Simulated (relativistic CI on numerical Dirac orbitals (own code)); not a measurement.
# One change at a time: Gd³⁴⁺

Base calculation: Dirac-Coulomb-Breit CI, KLI orbitals optimised for each configuration, a model potential for QED, unscaled Slater integrals.

Configurations in the expansion (outside the closed core [Ar]): 3d¹⁰4s², 3d¹⁰4s4p, 3d¹⁰4p², 3d¹⁰4s4d, 3d¹⁰4d², 3d¹⁰4s4f, 3d¹⁰4p4d, 3d¹⁰4f², 3d¹⁰4p4f, 3d¹⁰4d4f, 3d¹⁰4s5s, 3d¹⁰4s5p, 3d¹⁰4s5d, 3d¹⁰4s5f, 3d¹⁰4s5g, 3d¹⁰4s6s, 3d¹⁰4s6p, 3d¹⁰4s6d, 3d¹⁰4s6f, 3d¹⁰4s7s, 3d⁹4s²4p, 3d⁹4s²4d, 3d⁹4s²4f, 3d⁹4s²5s, 3d⁹4s²5p, 3d⁹4s²5d. Double excitations out of closed p, d and f shells are left out; levels of such configurations are missing from the list, as are those of other unlisted configurations, and high levels can miss mixing partners. These lack a partner that the ground configuration has and come out too high: 3d⁹4s²4p, 3d⁹4s²4d, 3d⁹4s²4f, 3d⁹4s²5s, 3d⁹4s²5p.

Variants: (1) Breit term removed; (2) configuration mixing switched off. Shifts of the energy above 3d¹⁰4s² ¹S0, in eV, for the lowest level and the first level of each name with at least 55 % of one term (blank where a level changes its place among those of its configuration and J or its character, or is not in the variant):

```tsv
Level	Base	Δ(1)	Δ(2)
3d¹⁰4s² ¹S0	0.000	0.000	0.000
3d¹⁰4s4p ³P°0	64.910	-0.597	-1.751
3d¹⁰4s4p ³P°1	69.975	-0.560	-1.346
3d¹⁰4s4p ³P°2	110.773	-0.037	-1.719
3d¹⁰4s4p ¹P°1	125.658	-0.052	+0.183
3d¹⁰4p² ³P0	150.175	-1.156	-1.894
3d¹⁰4p² ³P1	191.109	-0.617	-1.650
3d¹⁰4p² ¹D2	192.027	-0.545	+1.287
3d¹⁰4s4d ³D1	235.361	+0.276	-1.690
3d¹⁰4s4d ³D2	239.094	+0.313	-3.260
3d¹⁰4s4d ³D3	244.819	+0.553	-1.654
3d¹⁰4p² ¹S0	247.264	-0.086	-1.301
3d¹⁰4s4d ¹D2	258.197	+0.361	-7.361
3d¹⁰4p4d ³F°2	303.837	-0.271	-1.604
3d¹⁰4p4d ³D°1	317.871	-0.286	-1.969
3d¹⁰4p4d ³F°3	320.014	+0.025	-0.898
3d¹⁰4p4d ³F°4	357.490	+0.568	-0.357
3d¹⁰4p4d ³P°0	358.458	+0.226	-1.794
3d¹⁰4p4d ³P°1	359.374	+0.269	-1.754
3d¹⁰4p4d ³D°3	368.576	+0.605	
3d¹⁰4s4f ³F°2	376.480	+0.709	-2.645
3d¹⁰4s4f ³F°3	377.631	+0.788	-3.155
```

At this charge energies of transitions that change n are usually good to better than 1 %, and those within a shell (Δn = 0) to a few per cent.

Ionisation energy from the two ground configurations alone: base 1480.99 eV; Breit term removed 1481.97 eV. The NIST ASD value (theoretical) is 1481 eV.

LS names give the leading component of a level, which can be under half, so a name can repeat, a term be missing and a line seem to break the LS rules.
